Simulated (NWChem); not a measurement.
## Ionisation of BF₂

```
B
F 1 1.3184
F 1 1.3184 2 121.12
```
Charge 0, spin multiplicity 2.

Program: NWChem. All single points use one geometry, from UPBE/def2-SVP, a minimum by its harmonic frequencies.

Basis set: def2-TZVP. The species with one electron less has spin multiplicity 1 and keeps the geometry of the parent. Δ marks differences of total energies (open shells unrestricted). −ε marks an orbital energy of the parent. That orbital need not have the symmetry of the hole or added electron in the Δ rows. That singlet is a closed-shell solution.

B3LYP has NWChem's definition, with VWN1-RPA local correlation. The structure started from a generated list of species. The unpaired electrons of the parent sit in orbitals of symmetry a1 (C2v labels of the run); other states weren't searched. No SCF solution was tested for a lower state. Open-shell Hartree-Fock references start from PBE0 orbitals.

Q: Order these methods by the first vertical ionisation energy they give, lowest first: −ε(alpha HOMO) of BP86, −ε(alpha HOMO) of B3LYP, ΔBP86, −ε(alpha HOMO) of HF.

A: −ε(alpha HOMO) of BP86 (5.94 eV), −ε(alpha HOMO) of B3LYP (7.04 eV), ΔBP86 (10.33 eV), −ε(alpha HOMO) of HF (11.37 eV)
